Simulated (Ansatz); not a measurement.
The first iterations of a band of BH3O2S (7 atoms, charge 0, multiplicity 1).

Method: RKS PBE0/def2-SVP in Ansatz.

```
movable images  : 7
climbing image  : yes
spring          : 5.0 eV/Å²
optimiser       : quadratic models (default)
start path      : IDPP
force threshold : 0.05 eV/Å
iteration limit : 60
end points      : relaxed
```

First end point:

```xyz
7
Properties=species:S:1:pos:R:3
O -0.261 1.157 0.096
B 0.167 -0.131 0.219
O 0.875 -0.494 1.315
S -0.134 -1.469 -0.999
H -0.762 1.348 -0.700
H 0.996 0.249 1.916
H -0.820 -0.727 -1.894
```

Last end point:

```xyz
7
Properties=species:S:1:pos:R:3
O -0.625 0.993 -0.643
B 0.036 0.055 0.079
O 0.589 0.395 1.276
S 0.163 -1.649 -0.580
H -0.626 1.845 -0.191
H 1.043 -0.322 1.727
H -0.519 -1.385 -1.712
```

| iteration | highest image above the first end (eV) | largest band force component (eV/Å) |
| --- | --- | --- |
| 1 | 1.501 | 2.694 |
| 2 | 1.270 | 0.714 |
| 3 | 1.389 | 1.520 |
| 4 | 1.254 | 0.582 |
| 5 | 1.228 | 0.231 |
| 6 | 1.226 | 0.140 |
| 7 | 1.225 | 0.095 |
| 8 | 1.223 | 0.182 |
| 9 | 1.220 | 0.223 |

Does the band converge within its limit, and where does its top end?

The forces met the threshold. It ended after 29 iterations with the highest image 0.292 eV above the first end. The profile has 2 maxima (images 2, 6) with wells between them (image 4): this band takes more than one step, which may be the mechanism or a detour left from its start path. A vibrational analysis at the climbing image gives one clearly imaginary mode, 462i cm⁻¹: a first-order saddle point.

Time of the run: 7.6 min on 1 CPU thread of a shared host.
